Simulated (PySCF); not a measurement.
Excitations are Tamm–Dancoff values on a coarser integration grid. The basis has no diffuse functions, so Rydberg states are missing or too high.

Cartesian coordinates (Å):
SMILES: [N]([GeH2][N](C)C)(C)C
```xyz
21

C      1.8066    -1.0823    -0.1804
N      1.4158     0.2654     0.1681
C      2.5084     1.1071     0.5941
Ge    -0.0882     0.9785    -0.6024
N     -1.4202    -0.2160    -0.1987
C     -2.5757    -0.3638    -1.0513
C     -1.6589    -0.5533     1.1869
H      2.2788    -1.5876     0.6847
H      0.9185    -1.6687    -0.4647
H      2.5350    -1.1248    -1.0204
H      2.1420     2.1091     0.8692
H      3.0049     0.6788     1.4871
H      3.2958     1.2369    -0.1812
H     -0.2036     2.3859     0.0294
H     -0.1065     1.0545    -2.1475
H     -3.4325     0.2796    -0.7515
H     -2.3219    -0.1174    -2.0948
H     -2.9396    -1.4101    -1.0366
H     -0.7276    -0.4449     1.7651
H     -2.4402     0.0789     1.6642
H     -1.9909    -1.6058     1.2807
```
Charge 0, spin multiplicity 1.

**Question.** Estimate the LUMO, dipole moment and T1 excitation (TDA) that PBE-D3(BJ)/def2-TZVP // r2SCAN-D4/def2-SVP run with PySCF returns for this input.

**Answer.** 
| Item | Result |
|---|---|
| LUMO | 0.09 eV |
| dipole moment | 0.12 D |
| T1 excitation (TDA) | 4.69 eV |
